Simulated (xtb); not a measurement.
CHF3O3S, triplet, at the geometry of the source list (a higher spin typed on purpose: for a closed-shell molecule this is an excited state); xtb with GFN-FF.

Here is a job for xtb.
```
$ xtb mol.xyz --gfnff --uhf 2 --json

# file mol.xyz
9

O      1.28650000    -0.33030000    -0.98130000
S      0.68400000     0.44560000     0.25820000
O      1.16040000    -0.15310000     1.45510000
O      0.77870000     1.83740000     0.04040000
C     -1.09730000    -0.06040000     0.03250000
F     -1.85290000     0.41370000     1.00630000
F     -1.55100000     0.37380000    -1.12970000
F     -1.14950000    -1.38820000     0.04620000
H      1.74110000    -1.13850000    -0.72760000
```

The log (banner, timings and long lists left out):

```
   ID    Z sym.   atoms
    1    8 O      1, 3, 4
    2   16 S      2
    3    6 C      5
    4    9 F      6-8
    5    1 H      9

           -------------------------------------------------
          |                Calculation Setup                |
           -------------------------------------------------

          ==================== Thresholds ====================
          CN  :   150.00000
          rep :   500.00000
          disp:  2500.00000
          HB1 :   250.00000
          HB2 :   450.00000

          Pauling EN used:
          Z : 1  EN :  2.20
          Z : 6  EN :  2.55
          Z : 8  EN :  3.44
          Z : 9  EN :  3.98
          Z :16  EN :  2.58
          electric field strengths (au): 0.000

           -------------------------------------------------
          |           Force Field Initialization            |
           -------------------------------------------------

          distances ...
          ----------------------------------------
          generating topology and atomic info file ...
          pair mat ...
          computing topology distances matrix with Floyd-Warshall algo ...
          making topology EEQ charges ...
          #fragments for EEQ constrain: 1
          ----------------------------------------
          generating topology and atomic info file ...
          pair mat ...
          computing topology distances matrix with Floyd-Warshall algo ...
          making topology EEQ charges ...
          #fragments for EEQ constrain: 1
          rings ...
          # BATM   30
          # H in HB   1

  atom   neighbors  erfCN metchar sp-hybrid imet pi  qest     coordinates
    1  O       2    1.92   0.00         3    0    0  -0.411    2.431133   -0.624177   -1.854388
    2  S       4    3.54   0.00         5    0    0   0.791    1.292573    0.842062    0.487927
    3  O       1    0.98   0.00         2    0    0  -0.319    2.192838   -0.289317    2.749740
    4  O       1    0.98   0.00         2    0    0  -0.319    1.471530    3.472183    0.076345
    5  C       4    3.49   0.00         3    0    0   0.183   -2.073596   -0.114139    0.061416
    6  F       1    1.00   0.00         0    0    0  -0.092   -3.501474    0.781780    1.901631
    7  F       1    1.00   0.00         0    0    0  -0.092   -2.930965    0.706380   -2.134824
    8  F       1    1.01   0.00         0    0    0  -0.092   -2.172240   -2.623318    0.087305
    9  H       1    0.99   0.01         0    0    0   0.349    3.290202   -2.151453   -1.374965

          #atoms :   9
          #bonds :   8
          #angl  :   13
          #tors  :   12
          #nmol  :   1
          #optfrag :   1
           -------------------------------------------------
          |                   G F N - F F                   |
          |          A general generic force-field          |
          |                  Version 1.0.3                  |
           -------------------------------------------------
          Number of HB bonds (bound hydrogen)     60
          Number of HB bonds (unbound hydrogen)   30
          Number of XB bonds                      0

         :::::::::::::::::::::::::::::::::::::::::::::::::::::
         ::                     SUMMARY                     ::
         :::::::::::::::::::::::::::::::::::::::::::::::::::::
         :: total energy              -1.169108864814 Eh    ::
         :: gradient norm              0.089239586003 Eh/a0 ::
         ::.................................................::
         :: bond energy               -1.039661171068 Eh    ::
         :: angle energy               0.002651170770 Eh    ::
         :: torsion energy             0.001447174531 Eh    ::
         :: repulsion energy           0.109060206507 Eh    ::
         :: electrostat energy        -0.249259327838 Eh    ::
         :: dispersion energy         -0.004444350864 Eh    ::
         :: HB energy                  0.000000000000 Eh    ::
         :: XB energy                  0.000000000000 Eh    ::
         :: bonded atm energy          0.011097433147 Eh    ::
         :: external energy            0.000000000000 Eh    ::
         :: add. restraining           0.000000000000 Eh    ::
         :: total charge               0.000000000000 e     ::
         :::::::::::::::::::::::::::::::::::::::::::::::::::::

           -------------------------------------------------
          |                Property Printout                |
           -------------------------------------------------

molecular dipole:
                 x           y           z       tot (Debye)
 q only:        0.478      -0.878      -0.391       2.728

           -------------------------------------------------
          | TOTAL ENERGY               -1.169108864814 Eh   |
          | GRADIENT NORM               0.089239586003 Eh/α |
           -------------------------------------------------
########################################################################
[WARNING] Runtime exception occurred
-1- gfnff_setup: Could not read topology file.
########################################################################

normal termination of xtb
```
